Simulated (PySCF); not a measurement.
Species: cyclo-(F2SiS)3.
Geometry (PBE0-D3(BJ)/def2-SVP, Å), atoms numbered from 1 in this order:
```xyz
12
F6S3Si3 angstrom
Si     1.2982    0.5222   -1.2527
F      1.1319    2.0658   -0.8509
F      2.2366    0.4530   -2.5461
S      2.3046   -0.5467    0.2794
Si     0.6200   -0.9794    1.4918
F     -0.1120   -2.3197    1.0035
F      1.1860   -1.2386    2.9655
S     -0.7865    0.6042    1.6465
Si    -1.7772    0.4057   -0.2153
F     -3.0145   -0.6076   -0.1382
F     -2.3928    1.8530   -0.5139
S     -0.5789   -0.2946   -1.8186
```

The calculation used PBE0-D3(BJ)/def2-SVP geometry optimisation, gas phase (PySCF 2.14.0).

Masses are those of the commonest isotopes; rigid-rotor values at the optimised geometry. The values belong to one conformer.

Task: Give the principal moments of inertia and the rotational constants in cm⁻¹.

Result: Ia = 967.67, Ib = 1020.87, Ic = 1523.30 u·Å²; 505379 MHz·u·Å²/I gives 522.3, 495.0 and 331.8 MHz, that is A = 0.01742, B = 0.01651, C = 0.01107 cm⁻¹.

Task: What kind of rotor is it?

Result: An asymmetric top. Ray's parameter κ = (2B − A − C)/(A − C) = 0.714; −1 is the prolate and +1 the oblate limit.

Task: What does the inertial defect say?

Result: Not planar: Δ = Ic − Ia − Ib = -465.23 u·Å². For a rigid frame Δ = −2 Σ m c², so Σ m c² = 232.62 u·Å² lies off the ab plane. The atom farthest from that plane is 1.59 Å away.

Task: Where do the levels up to J = 3 lie, in MHz?

Result: Above 0(0,0):
J = 1: 1(0,1) 827, 1(1,1) 854, 1(1,0) 1017
J = 2: 2(0,2) 2341, 2(1,2) 2344, 2(1,1) 2834, 2(2,1) 2916, 2(2,0) 3055
J = 3: 3(0,3) 4510, 3(1,3) 4510, 3(1,2) 5381, 3(2,2) 5396, 3(2,1) 5847, 3(3,1) 6010, 3(3,0) 6119

Task: Predict some low-J microwave lines.

Result: The dipole components are |μa| = 0.53 D, |μb| = 0.00 D, |μc| = 0.00 D; the symmetry axis of this C2 structure is a, so μb and μc vanish by symmetry and there are no b-type or c-type lines. Some of the stronger lines:

```csv
type,branch,"J(Ka,Kc)",MHz,lower level (cm⁻¹)
a,Q,"2(1,1) ← 2(1,2)",490,0.078
a,R,"1(0,1) ← 0(0,0)",827,0.000
a,R,"2(1,2) ← 1(1,1)",1490,0.028
a,R,"2(0,2) ← 1(0,1)",1514,0.028
a,R,"2(1,1) ← 1(1,0)",1817,0.034
```

Task: Estimate the classical rotational partition function at 10 K, 200 K and 298.15 K.

Result: Point group C2, symmetry number σ = 2; q = (√π/σ)·√((kT/h)³/(ABC)), k/h = 20836.6 MHz/K: 9100 at 10 K, 814000 at 200 K, 1480000 at 298.15 K.

Not checked by PBE0-D3(BJ)/def2-SVP frequencies. These are rigid-rotor constants of the computed structure; measured ground-state constants (B0) also hold zero-point vibration.
